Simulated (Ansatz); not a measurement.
`OB1SC1F` + H₂ → `FC1BS1` + H₂O at 700 K and 1 bar (hydrogenolysis of a B–O bond).

Computed with Ansatz on PBE0-D4/def2-TZVP structures; ΔE is electronic, products minus reactants. CCSD(T)/CBS is the MP2 limit (def2-TZVPP, def2-QZVPP) plus CCSD(T) − MP2 in def2-TZVPP, frozen cores. This one scheme is used for every species. Each species was taken in one conformer, which may not be the lowest.

```csv
species,CCSD(T)/CBS energy (Eh),H − E (kJ/mol),S (J/(mol·K))
`OB1SC1F`,-636.82484,160.0,389.8
H₂,-1.17544,46.8,155.3
`FC1BS1`,-561.59037,132.1,350.1
H₂O,-76.37941,80.5,218.4
```

H − E and S are ideal-gas, rigid-rotor, harmonic terms from PBE0-D4/def2-TZVP, for one conformer and one mirror image of each species. The MP2-based limit puts H₂ 0.8 mEh under its directly extrapolated value; such offsets cancel only in part. 1 Eh = 2625.50 kJ/mol, R = 8.31446 J/(mol·K).

Task: By hand: ΔE, ΔH, ΔS and ΔG.

Result: ΔE = (-561.59037) + (-76.37941) − (-636.82484) − (-1.17544) = 0.03050 Eh = 80.1 kJ/mol. Δ(H − E) = 132.1 + 80.5 − 160.0 − 46.8 = 5.8, so ΔH = 85.9 kJ/mol. ΔS = 350.1 + 218.4 − 389.8 − 155.3 = 23.4 J/(mol·K). ΔG = 85.9 − 700 × (23.4)/1000 = 69.5 kJ/mol.

Task: By hand: the equilibrium constant, and the temperature at which ΔG would vanish if ΔH and ΔS stayed fixed.

Result: log₁₀ K = −ΔG/(RT ln 10) = -5.2. ΔG = 0 at ΔH/ΔS = 3671 K, far beyond where these terms or the molecules hold.

ΔH outweighs TΔS. A doubt of 5 kJ/mol in ΔE shifts log₁₀ K by 0.4 here. Other conformers and mirror images would add mixing entropy, several J/(mol·K) or more a flexible species. These are equilibria of isolated gas molecules and say nothing of rates. Largest T1 diagnostic: 0.016 (customary marks: 0.02 for closed shells, 0.045 for open ones).
